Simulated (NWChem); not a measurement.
System: BHSCl$_{2}$; SMILES SB(Cl)Cl

NWChem input:

```
start job
memory heap 200 mb stack 900 mb global 1100 mb
geometry units angstroms noautoz
  B      0.003900    -0.013452     0.000000
  Cl     1.449047    -1.001747     0.000000
  Cl    -1.573163    -0.781375     0.000000
  S      0.210448     1.766565     0.000000
  H     -1.105539     2.069791     0.000000
end
basis spherical
  B library 6-31g*
  Cl library 6-31g*
  S library 6-31g*
  H library 6-31g*
end
dft
  xc revpbe cpbe96
  iterations 150
  mulliken
end
task dft energy
```

Excerpt of the output:

```
             Northwest Computational Chemistry Package (NWChem) 7.3.0
             --------------------------------------------------------

 CS  symmetry detected

                             Geometry "geometry" -> ""
                             -------------------------

 Output coordinates in angstroms (scale by  1.889725989 to convert to a.u.)

  No.       Tag          Charge          X              Y              Z
 ---- ---------------- ---------- -------------- -------------- --------------
    1 B                    5.0000    -0.01140296     0.00551722     0.00000000
    2 Cl                  17.0000    -1.58505045    -0.76182263     0.00000000
    3 Cl                  17.0000     0.10103515     1.75600033     0.00000000
    4 S                   16.0000     1.43358461    -1.05426272     0.00000000
    5 H                    1.0000     2.34792125    -0.06040343     0.00000000

 Effective nuclear repulsion energy (a.u.)     231.9231967802

      Symmetry information
      --------------------

 Group name             Cs
 Group number              2
 Group order               2
 No. of unique centers     5

  pbe96 is a nonlocal functional; adding pw91lda local functional.

                                 NWChem DFT Module
                                 -----------------

 Summary of "ao basis" -> "ao basis" (spherical)
 ------------------------------------------------------------------------------
       Tag                 Description            Shells   Functions and Types
 ---------------- ------------------------------  ------  ---------------------
 B                           6-31g*                  6       14   3s2p1d
 Cl                          6-31g*                  8       18   4s3p1d
 S                           6-31g*                  8       18   4s3p1d
 H                           6-31g*                  2        2   2s

      Symmetry analysis of basis
      --------------------------

        a'         51
        a"         19

            General Information
            -------------------
          SCF calculation type: DFT
          Wavefunction type:  closed shell.
          No. of atoms     :     5
          No. of electrons :    56
           Alpha electrons :    28
            Beta electrons :    28
          Charge           :     0
          Spin multiplicity:     1
          Use of symmetry is: on ; symmetry adaption is: on
          Maximum number of iterations: 150
          AO basis - number of functions:    70
                     number of shells:    32
          Convergence on energy requested:  1.00D-06
          Convergence on density requested:  1.00D-05
          Convergence on gradient requested:  5.00D-04

              XC Information
              --------------
                        RevPBE Exchange Functional  1.000
            Perdew 1991 LDA Correlation Functional  1.000 local
           PerdewBurkeErnz. Correlation Functional  1.000 non-local

             Grid Information
             ----------------
          Grid used for XC integration:  medium
          Radial quadrature: Mura-Knowles
          Angular quadrature: Lebedev.
          Tag              B.-S. Rad. Rad. Pts. Rad. Cut. Ang. Pts.
          ---              ---------- --------- --------- ---------
          B                   0.85       49           8.0       434
          Cl                  1.00       88          10.0       590
          S                   1.00       88           9.0       590
          H                   0.35       45          10.0       434
          Grid pruning is: on
          Number of quadrature shells:   358
          Spatial weights used:  Erf1

      Superposition of Atomic Density Guess
      -------------------------------------

 Sum of atomic energies:       -1341.38116742

      Non-variational initial energy
      ------------------------------

 Total energy =   -1342.585301
 1-e energy   =   -2315.001310
 2-e energy   =     740.492812
 HOMO         =      -0.334011
 LUMO         =       0.055738

      Symmetry analysis of molecular orbitals - initial
      -------------------------------------------------

  Numbering of irreducible representations:

     1 a'          2 a"

  Orbital symmetries:

     1 a'          2 a'          3 a'          4 a'          5 a'
     6 a'          7 a'          8 a'          9 a'         10 a"
    11 a'         12 a"         13 a'         14 a'         15 a'
    16 a"         17 a'         18 a'         19 a'         20 a'
    21 a'         22 a'         23 a"         24 a'         25 a"
    26 a'         27 a'         28 a"         29 a"         30 a'
    31 a'         32 a'         33 a'         34 a'         35 a'
    36 a"         37 a'         38 a'

     ---------------------------------------------
      Total Density - Mulliken Population Analysis
     ---------------------------------------------

    Atom       Charge   Shell Charges
 -----------   ------   -------------------------------------------------------
    1 B    5     4.42   2.00  0.55  0.91  0.41  0.48  0.07
    2 Cl  17    17.27   2.00  2.00  5.98  1.38  3.69  0.54  1.66  0.01
    3 Cl  17    17.26   2.00  2.00  5.98  1.38  3.69  0.54  1.66  0.01
    4 S   16    16.31   2.00  2.00  5.98  1.32  3.11  0.50  1.37  0.03
    5 H    1     0.74   0.40  0.35

[...]
```

Level: revPBE/6-31G* (spherical d). Geometry: optimised at PBE0/def2-SVP.
